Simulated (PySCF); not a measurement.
# Working out the ionisation energy of B⁺

B⁺ [He] 2s2 (1S) → B²⁺ [He] 2s1 (2S). Calculation: PySCF 2.14, in dyall-acv3z; scalar relativity by spin-free X2C-1e. Frozen: nothing; the 5 highest virtual orbitals dropped. Energies in hartree (1 hartree = 27.21139 eV):

```csv
part,B⁺ (lower),B²⁺ (upper)
UHF,-24.244394,-23.382659
MP2 opposite-spin,-0.080449,-0.041547
MP2 same-spin,-0.001866,-0.001089
```

Q: What does Hartree-Fock give?

A: (-23.382659) − (-24.244394) = 0.861735 hartree = 23.449 eV.

Q: What do MP2 and SCS-MP2 (6/5 opposite-spin, 1/3 same-spin) give?

A: The opposite-spin parts differ by 1.059 eV and the same-spin parts by 0.021 eV. MP2: 23.449 + (1.059) + (0.021) = 24.529 eV. SCS-MP2: 23.449 + 1.2 × (1.059) + (0.021)/3 = 24.727 eV.

Measured between the centres of the two terms (NIST): 25.155 eV, so MP2 (valence and next inner shell) is off by -0.626 eV.

What remains against the reference includes basis incompleteness and correlation beyond second order.
